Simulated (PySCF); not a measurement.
Salicylaldehyde, C₇H₆O₂.
Bonds: O1–C2 (double), C2–C3, C3–C4 (aromatic), C4–C5 (aromatic), C5–C6 (aromatic), C6–C7 (aromatic), C7–C8 (aromatic), C8–O9, C3–C8 (aromatic). Hydrogens: H10 on C2; H11 on C4; H12 on C5; H13 on C6; H14 on C7; H15 on O9.

Computed with PySCF at PBE0/pcSseg-1 and wB97X-D/def2-SVPD, non-relativistic, on one gas-phase PBE0-D3(BJ)/def2-SVP geometry that isn't relaxed in the solvent. The solvent is an IEF-PCM continuum (van der Waals radii × 1.2). Specific hydrogen bonds and non-electrostatic terms are outside this model.

Gas phase at PBE0/pcSseg-1: HOMO -6.93 eV, LUMO -2.09 eV, dipole 3.05 D.

Q: What does the continuum do to the energy, the frontier levels and the dipole at PBE0/pcSseg-1 in chloroform and acetone?

A: 
| solvent | ε | E(solvent) − E(gas) (kcal/mol) | polarisation term (kcal/mol) | distortion of the solute (kcal/mol) | HOMO (eV) | LUMO (eV) | dipole (D) |
| --- | --- | --- | --- | --- | --- | --- | --- |
| chloroform | 4.711 | -4.08 | -4.53 | 0.45 | -6.88 | -2.00 | 3.76 |
| acetone | 20.49 | -5.51 | -6.34 | 0.83 | -6.88 | -1.99 | 4.01 |

Polarisation term: ½ Σ q·V over the induced surface charges. Distortion: the rise of the solute's own energy as its density leaves the gas-phase optimum. From chloroform to acetone the lowering changes by a factor 1.35, Onsager's factor (ε − 1)/(2ε + 1) by 1.30 and ε itself by 4.3.

Q: Which radius a makes the point-dipole formula ΔE = −[(ε − 1)/(2ε + 1)]·μ²/a³ give the value in acetone, with the gas-phase dipole?

A: μ = 1.199 au and |ΔE| = 0.00878 Eh give a = 2.24 Å; the farthest nucleus lies 3.12 Å from the centroid of the nuclei, so such a sphere wouldn't even hold the nuclei. The formula assumes a rigid point dipole at the centre of a sphere.

Q: Which Hirshfeld charges (PBE0/pcSseg-1) respond most in acetone (means over atoms taken as equivalent)?

A: 
```csv
atoms,environment,gas (e),solvent (e),change
O1,aldehyde oxygen,-0.203,-0.228,-0.025
O9,phenol-type oxygen,-0.173,-0.189,-0.016
H10,formyl hydrogen,+0.051,+0.067,+0.016
H11,aromatic hydrogen,+0.055,+0.068,+0.013
H13,aromatic hydrogen,+0.059,+0.067,+0.008
C8,aromatic carbon bearing oxygen,+0.101,+0.093,-0.008
H12,aromatic hydrogen,+0.052,+0.060,+0.008
C2,aldehyde carbon,+0.119,+0.127,+0.008
```

Q: Which Mayer bond orders change most in acetone?

A: 
```tsv
bond	length (Å)	gas	solvent	change
O1–C2	1.224	1.782	1.757	-0.025
C8–O9	1.322	1.199	1.182	-0.017
C2–C3	1.450	1.119	1.132	+0.013
C4–C5	1.383	1.495	1.487	-0.008
C6–C7	1.386	1.482	1.477	-0.005
C7–C8	1.404	1.371	1.375	+0.004
C2–H10	1.115	0.963	0.959	-0.004
C8–C3	1.420	1.201	1.198	-0.003
```

Gas phase at wB97X-D/def2-SVPD: HOMO -8.69 eV, LUMO -0.44 eV, dipole 3.19 D.

Q: What does the continuum do to the energy, the frontier levels and the dipole at wB97X-D/def2-SVPD in chloroform and acetone?

A: 
| solvent | ε | E(solvent) − E(gas) (kcal/mol) | polarisation term (kcal/mol) | distortion of the solute (kcal/mol) | HOMO (eV) | LUMO (eV) | dipole (D) |
| --- | --- | --- | --- | --- | --- | --- | --- |
| chloroform | 4.711 | -4.05 | -4.59 | 0.54 | -8.63 | -0.35 | 4.01 |
| acetone | 20.49 | -5.50 | -6.51 | 1.01 | -8.63 | -0.34 | 4.31 |

Q: How does the static polarisability (wB97X-D/def2-SVPD, frozen core, with the continuum's full static response) change?

A: 
```json
{"medium": "gas", "isotropic (au)": "90.2", "principal values (au)": "50.9, 98.2, 121.5", "⟨r²⟩ of the electrons (bohr²)": "1083.1"}
{"medium": "chloroform", "isotropic (au)": "115.8", "principal values (au)": "63.0, 127.1, 157.4", "⟨r²⟩ of the electrons (bohr²)": "1082.5"}
{"medium": "acetone", "isotropic (au)": "126.3", "principal values (au)": "69.6, 138.7, 170.6", "⟨r²⟩ of the electrons (bohr²)": "1082.3"}
```

The isotropic value in acetone is 1.40 times the gas-phase one; no cavity-field correction is applied. ⟨r²⟩ is taken about the centre of nuclear charge.

The values belong to the conformer `[O:1]=[CH:2][c:3]1[cH:4][cH:5][cH:6][cH:7][c:8]1[OH:9]`: O1–C2–C3–C4 180°, H–O9–C8–C7 180°.

The pairwise dispersion term of wB97X-D wasn't added to the energies; at a given geometry it leaves orbitals and properties as they are.
